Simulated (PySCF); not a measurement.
From one molecule to another.

First species: CH6Cl2Ga2.
Z-matrix (Å and degrees, PBE0-D3(BJ)/def2-SVP geometry), rows numbered from 1:
```
C 
Ga  1  1.9490
Cl  2  2.3923  1  105.91
Ga  3  2.3677  2   90.77  1   105.99
Cl  4  2.3689  3   89.79  2     0.67
H   1  1.1005  2  110.50  3  -170.78
H   1  1.1006  2  110.33  3    69.40
H   1  1.0991  2  110.02  3   -50.61
H   2  1.5558  1  135.51  3  -133.36
H   4  1.5552  3  106.05  2  -106.17
H   4  1.5543  3  106.49  2   107.71
```

Second species: SiEt2(OAc)2, C8H16O4Si.
Bonds: Si1–C2, Si1–C9, Si1–O16, Si1–O23, C2–C3, C9–C10, O16–C17, C17–C18, C17–O19, O23–C24, C24–C25, C24–O26. Hydrogens: H4, H5 on C2; H6, H7, H8 on C3; H11, H12 on C9; H13, H14, H15 on C10; H20, H21, H22 on C18; H27, H28, H29 on C25.

Levels: B3LYP/def2-SVPD for HOMO energy, LUMO energy, HOMO–LUMO gap and static isotropic polarisability; TDDFT B3LYP/def2-SVPD for lowest singlet excitation; TDA B3LYP/def2-SVPD for lowest triplet excitation (Tamm–Dancoff). Geometries: PBE0-D3(BJ)/def2-SVP. Each structure is a single optimised conformer of the isolated species, non-relativistic unless stated. Electronic properties by PySCF.

```tsv
property	column X	column Y
HOMO energy	-7.62 eV	-8.02 eV
LUMO energy	-0.28 eV	-1.06 eV
HOMO–LUMO gap	7.34 eV	6.96 eV
lowest singlet excitation	5.69 eV	6.02 eV
lowest triplet excitation (Tamm–Dancoff)	5.21 eV	5.82 eV
static isotropic polarisability	131.4 au	99.2 au
```

(1) Which column belongs to which species?

(2) How does each property change from the first species to the second?

Answers

(1) Column X is the second species and column Y the first. The first has 11 atoms and 108 electrons, the second 29 and 110.

(2) HOMO energy +0.40 eV; LUMO energy +0.78 eV; HOMO–LUMO gap +0.38 eV; lowest singlet excitation -0.33 eV; lowest triplet excitation (Tamm–Dancoff) -0.61 eV; static isotropic polarisability +32.2 au.

On the first: The polarisability is 14.71 Å³ as a volume (1 au = 0.148185 Å³), or 0.92 au for each of the 108 electrons. In wavenumbers S1 is 48600 cm⁻¹ (1 eV = 8065.54 cm⁻¹). The calculation is non-relativistic and has no spin–orbit coupling, an omission that weighs most on gallium.

On the second: The vertical singlet–triplet gap S1 − T1 is 0.48 eV (TDDFT singlet less Tamm–Dancoff triplet; S1: HOMO→LUMO, weight 0.48, beside HOMO−1→LUMO+1, weight 0.40; T1: HOMO−1→LUMO+1, weight 0.40, beside HOMO→LUMO, weight 0.39). S1 lies 1.65 eV below the HOMO–LUMO gap; its leading configuration is HOMO→LUMO, weight 0.48, beside HOMO−1→LUMO+1, weight 0.40.
